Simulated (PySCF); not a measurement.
Computed properties of CH8FNSi2, SMILES N[SiH2][SiH2]CF

CH₈FNSi₂, SMILES [SiH2](N)[SiH2]CF. Geometry: PBE0-D3(BJ)/def2-SVP. This is a generated structure with no PubChem entry under its InChIKey; it may be hypothetical. The values are those of a single conformer. All values are computed for the isolated molecule unless a solvent is named; none is compared with measurement here.

**Structure.** All 33 harmonic modes at PBE0-D3(BJ)/def2-SVP (PySCF) are real, so it is a minimum. With heavy atoms numbered as in [NH2:1][SiH2:2][SiH2:3][CH2:4][F:5], the shortest bond between them is C4–F5 at 1.391 Å and the longest Si2–Si3 at 2.360 Å.

**Vibrations.** The strongest infrared lines (harmonic, unscaled, degenerate partners summed) lie at 462 cm⁻¹ (236 km/mol, H 78 %, N 16 %), 832 cm⁻¹ (165 km/mol, H 70 %, C 15 %, Si 10 %), 767 cm⁻¹ (151 km/mol, H 61 %, Si 22 %, C 15 %). The softest mode is at 51 cm⁻¹ and the zero-point energy is 56.7 kcal/mol.

**Electronic structure.** B3LYP/def2-TZVP (PySCF) places the frontier levels at -6.74 and -0.50 eV, a gap of 6.24 eV, and gives a dipole moment of 2.04 D and a mean polarisability of 77.4 bohr³. PBE/def2-TZVP (PySCF) at the same geometry gives -5.70 and -1.12 eV, so its gap is 1.66 eV narrower. An orbital gap is neither the optical nor the fundamental gap.

**Excitations.** TDDFT-PBE0/def2-SVPD (PySCF) has S1 at 5.41 eV (229 nm, f = 0.027, weak); the most intense of the 10 singlets computed lies at 7.09 eV (f = 0.17). T1 (TDA) is at 4.89 eV. TDDFT-PBE/def2-SVPD (PySCF) puts S1 at 4.78 eV. No vertical singlet excitation falls in the visible range (under 3.1 eV).

**NMR.** GIAO shifts at PBE0/pcSseg-1 (PySCF) (non-relativistic, atoms alike by connectivity averaged): ¹³C at 77.8 ppm against TMS; ¹H from 0.0 to 5.4 ppm against TMS; ²⁹Si from -71.3 to -46.7 ppm against TMS; ¹⁹F at -292.0 ppm against CFCl3.

**Solvation.** SMD-PBE0/6-31G* (PySCF) gives -0.5 kcal/mol in water, -3.5 kcal/mol in N,N-dimethylformamide, -4.2 kcal/mol in acetone (1 M in both phases, gas-phase geometry); of these solvents acetone holds the molecule best.
